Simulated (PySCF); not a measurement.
## Shapes and spin states of H2RuN

Method: PySCF, PBE0, basis Ru def2-TZVP with ECP28, N def2-TZVP, H def2-TZVP (scalar-relativistic core potentials, no spin–orbit coupling, density fitting).

Relaxations began from a few typed shapes and spin states; open shells are unrestricted. The search is not exhaustive: other isomers or separated fragments can lie lower, and high-lying points may rest on an excited occupation.

Problem. Which is the lowest minimum found?
A. quartet C2v: H–H 0.780 Å, Ru–H 2.118 Å (×2), Ru–N 1.635 Å; H–H–Ru 79.4° (×2), H–Ru–H 21.2°, H–Ru–N 169.4° (×2)
B. doublet C2v: Ru–H 1.644 Å (×2), Ru–N 1.568 Å; H–Ru–H 134.5°, H–Ru–N 112.8° (×2)
C. quartet Cs: Ru–H 1.622 Å (×2), Ru–N 1.634 Å; H–Ru–H 117.5°, H–Ru–N 106.5° (×2)
D. quartet Cs: H–H 0.793 Å, Ru–H 2.006 Å (×2), Ru–N 1.631 Å; H–H–Ru 78.6° (×2), H–Ru–H 22.8°, H–Ru–N 147.8° (×2)
E. doublet Cs: Ru–H 1.601 Å (×2), Ru–N 1.580 Å; H–Ru–H 97.2°, H–Ru–N 104.2° (×2)
F. quartet C2v: Ru–H 1.668 Å (×2), Ru–N 1.637 Å; H–Ru–H 138.9°, H–Ru–N 110.5° (×2)

Solution. E. The others lie at 6.5 (doublet C2v), 103.4 (quartet Cs), 144.3 (quartet C2v, a saddle point), 150.6 (quartet Cs), 153.1 (quartet C2v, a saddle point) kJ/mol above it.

For the lowest minimum: with open d or f shells other occupations or spin states may lie lower.
